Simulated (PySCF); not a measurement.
SMILES C#CC(C)=C=C(C)C, C8H10

Geometry:
| atom | x (Å) | y (Å) | z (Å) |
| --- | --- | --- | --- |
| C1 | 3.097 | 1.660 | 1.557 |
| C2 | 2.367 | 0.983 | 0.862 |
| C3 | 1.553 | 0.164 | 0.013 |
| C4 | 2.260 | -0.670 | -1.030 |
| C5 | 0.239 | 0.160 | 0.161 |
| C6 | -1.065 | 0.156 | 0.308 |
| C7 | -1.752 | -0.809 | 1.237 |
| C8 | -1.946 | 1.122 | -0.439 |
| H9 | 3.728 | 2.265 | 2.181 |
| H10 | 2.836 | -0.025 | -1.711 |
| H11 | 2.971 | -1.361 | -0.552 |
| H12 | 1.538 | -1.252 | -1.617 |
| H13 | -2.316 | -0.260 | 2.009 |
| H14 | -2.480 | -1.425 | 0.683 |
| H15 | -1.038 | -1.476 | 1.736 |
| H16 | -2.515 | 1.746 | 0.270 |
| H17 | -2.683 | 0.576 | -1.051 |
| H18 | -1.366 | 1.783 | -1.096 |

Theory: quadratic response CAM-B3LYP/aug-cc-pVDZ first hyperpolarisability, Taylor convention, gas phase in PySCF. Geometry: PBE0-D3(BJ)/def2-SVP.

Question: Give the tensor of the second harmonic β(−2ω;ω,ω) at 1907 nm in the axes of these coordinates.

Answer: In au, Taylor convention; rows are the first index (the induced dipole):
```tsv
	xx	yy	zz	xy	xz	yz
x	-12.0	-35.6	-30.2	-29.7	-39.7	-3.8
y	-28.3	-23.7	-13.2	-34.9	-3.4	-9.9
z	-38.1	-9.9	-18.0	-3.2	-29.5	-13.1
```
Norm of βᵢ = ⅓ Σⱼ (βᵢⱼⱼ + βⱼᵢⱼ + βⱼⱼᵢ): 121.5 au, hyper-Rayleigh value 50.9 au.
